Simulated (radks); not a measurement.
All-electron atom: Tm1.5+ in [Xe] 4f(up 6.5, down 6.5) 6s(up 0.5, down 0) (fractional occupations, a model configuration).

All-electron calculation, scalar-relativistic Kohn-Sham, PBE, spin-polarised, spherical densities, finite nucleus; Fermi nuclear charge, rms radius 5.2256 fm. Program: a radial shooting solver on a logarithmic mesh with Libxc functionals.

Energy parts (hartree):
| part | energy |
|---|---|
| total | -13565.5763 |
| kinetic | 14741.5870 |
| electron-nucleus | -33314.0853 |
| Hartree | 5291.8201 |
| exchange-correlation | -284.8981 |

Orbitals (lengths in bohr, moments of r in powers of bohr; <r^-3> diverges for s and p1/2):
| orbital | occ. | eigenvalue (hartree) | <r^-3> |
|---|---|---|---|
| 1s up | 1 | -2178.716 | - |
| 1s down | 1 | -2178.715 | - |
| 2s up | 1 | -367.9174 | - |
| 2s down | 1 | -367.9172 | - |
| 2p up | 3 | -324.9363 | 15130 |
| 2p down | 3 | -324.9362 | 15130 |
| 3s up | 1 | -82.98234 | - |
| 3s down | 1 | -82.98243 | - |
| 3p up | 3 | -69.96255 | 3280 |
| 3p down | 3 | -69.96264 | 3280 |
| 3d up | 5 | -53.87785 | 433.3 |
| 3d down | 5 | -53.87788 | 433.3 |
| 4s up | 1 | -16.65189 | - |
| 4s down | 1 | -16.65208 | - |
| 4p up | 3 | -12.37344 | 741.6 |
| 4p down | 3 | -12.37359 | 741.6 |
| 4d up | 5 | -6.68876 | 82.32 |
| 4d down | 5 | -6.68882 | 82.32 |
| 4f up | 6.5 | -0.49708 | 11.42 |
| 4f down | 6.5 | -0.49634 | 11.44 |
| 5s up | 1 | -2.34913 | - |
| 5s down | 1 | -2.34759 | - |
| 5p up | 3 | -1.37648 | 89.91 |
| 5p down | 3 | -1.37320 | 90.33 |
| 6s up | 0.5 | -0.45083 | - |
| 6s down | 0 | -0.43038 | - |

The highest occupied level is 6s up at -12.268 eV. The density falls to 0.001 e/bohr^3 at r = 3.87 bohr. Summed over all electrons, <r^2> = 43.53 bohr^2, which gives a Langevin (diamagnetic) susceptibility term of -34.5 x 10^-6 cm^3/mol. The spin density at the nucleus is 24.96 e/bohr^3 (1s 0.09, 2s 0.03, 3s 0.05, 4s -0.02, 5s -0.56, 6s 25.37). Spin moment in Bohr magnetons: 0.5.
